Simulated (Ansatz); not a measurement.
Consider the ligand exchange at the Si–O bond: `F[Si](F)(F)O[Si](Cl)(Cl)Cl` + NH₃ → `N[Si](F)(F)F` + `O[Si](Cl)(Cl)Cl`.

Program: Ansatz. Geometries: PBE0-D4/def2-TZVP. ΔE: electronic, gas phase. CBS: MP2 limit from def2 TZ/QZ plus the TZ coupled-cluster correction, frozen cores. This one scheme is used for every species. Functionals use def2-TZVPP. Each species was taken in one conformer, which may not be the lowest.

(1) Is it downhill or uphill in electronic energy at CCSD(T)/CBS, and by how much? (An estimate is asked.)

(2) What do these levels give: PBE-D4, BLYP-D4, r2SCANh-D4, CAM-B3LYP-D4, r2SCAN, PBE0, r2SCAN0, CAM-B3LYP, CCSD/def2-SVP, CCSD/def2-TZVPP, MP2/def2-QZVPP, HF/CBS(def2)? (Estimate.)

Largest T1 diagnostic among the species: 0.011.

Answers

(1) The calculation gave: Uphill: ΔE = +12.5 kcal/mol.

(2) Computed: PBE-D4 10.4, BLYP-D4 12.7, r2SCANh-D4 11.8, CAM-B3LYP-D4 12.5, r2SCAN 11.1, PBE0 9.7, r2SCAN0 11.3, CAM-B3LYP 10.8, CCSD/def2-SVP 11.4, CCSD/def2-TZVPP 12.8, MP2/def2-QZVPP 12.4, HF/CBS(def2) 14.3 kcal/mol.

From PBE to PBE0 (25 % exact exchange), in def2-TZVPP and without D4, ΔE moves by +0.8 kcal/mol. Leaving LDA and LC-ωPBE aside and taking each functional with its dispersion term where it has one, the values, not all of them listed here, spread over 3.8 kcal/mol, from PBE-D4 to BHLYP-D4. At CCSD(T), def2-SVP lies −1.1 kcal/mol from the extrapolated value and def2-TZVPP +0.2 kcal/mol.
